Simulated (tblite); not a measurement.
Cl₄Te (SMILES Cl[Te](Cl)(Cl)Cl), singlet, geometry from GFN2-xTB; GFN1-xTB in tblite.

Input for tblite:
```
$ tblite run mol.xyz --method gfn1 --charge 0 --spin 0 --guess eeq --json tblite.json --no-restart

# file mol.xyz
5

Te    -0.00534842     0.01223355     0.48327654
Cl     1.16596908    -1.49075955    -0.82644836
Cl     1.90421897     1.50336856     0.12041395
Cl    -1.14657041     1.44638856    -0.92639152
Cl    -1.90725777    -1.49641785     0.15416827
```

What the program printed (banner, timings and long lists left out):

```
xTB calculator
 | screened Coulomb repulsion
 | Coulomb electrostatics
 |  * isotropic Klopman-Ohno-Mataga-Nishimoto electrostatics
 |  * onsite third-order electrostatics
 | DFT-D3(BJ) dispersion correction

halogen bonding energy    0.0000000000000E+00 Eh
repulsion energy          1.1990469026183E-02 Eh
dispersion energy        -3.6808881260206E-03 Eh
number of electrons       3.4000000000000E+01 e
integral cutoff           2.5289693214950E+01 bohr

------------------------------------------------------------
  cycle        total energy    energy error   density error
------------------------------------------------------------
      1     -20.83943998814  -2.0847750E+01   2.8174122E-01
      2     -20.84222062742  -2.7806393E-03   1.5389490E-01
      3     -20.83998089619   2.2397312E-03   5.6740673E-02
      4     -20.84298566152  -3.0047653E-03   1.5161331E-02
      5     -20.84303491910  -4.9257576E-05   2.3747666E-03
      6     -20.84304408633  -9.1672330E-06   1.3015955E-04
      7     -20.84304409690  -1.0567117E-08   1.5417140E-05
------------------------------------------------------------

electronic energy        -2.0851353677801E+01 Eh
total energy             -2.0843044096901E+01 Eh

Post processing:
 | Mayer-Wiberg bond orders

[Info] JSON dump of results written to 'tblite.json'
```
